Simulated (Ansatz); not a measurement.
C$_{2}$H$_{8}$SeSi (`CC[SiH2][SeH]`), relaxed with RKS PBE-D4/def2-SVP in Ansatz 0.2.0 from a rough embedded geometry. The force threshold is 0.03 eV/Å; the program also tests the step.

Total charge 0; spin multiplicity 1.

Start:

```xyz
12

C     1.339    0.585    0.283
C    -0.077    0.855   -0.014
Si   -1.085   -0.666    0.345
Se   -0.548   -2.388   -0.958
H     1.558    0.313    1.325
H     1.995    1.524    0.048
H     1.767   -0.222   -0.360
H    -0.430    1.684    0.667
H    -0.223    1.170   -1.060
H    -0.891   -1.050    1.774
H    -2.531   -0.321    0.175
H    -0.875   -1.485   -2.224
```

```
step  energy (eV)  largest force (eV/Å)  largest move (Å)
   1  -75403.2913                 2.432             0.000
   2  -75403.6096                 0.891             0.132
   3  -75403.6317                 0.220             0.080
   4  -75403.6351                 0.065             0.035
   5  -75403.6360                 0.018             0.011
```

End:

```xyz
12

C     1.439    0.642    0.271
C    -0.057    0.883    0.033
Si   -1.156   -0.631    0.346
Se   -0.584   -2.425   -0.993
H     1.641    0.357    1.325
H     2.041    1.547    0.052
H     1.819   -0.181   -0.368
H    -0.445    1.696    0.687
H    -0.245    1.223   -1.010
H    -0.954   -1.168    1.738
H    -2.606   -0.268    0.160
H    -0.892   -1.676   -2.241
```

Run time 7 s (4 threads of an Arm Neoverse V2 on a shared host); peak host memory 0.17 GiB.
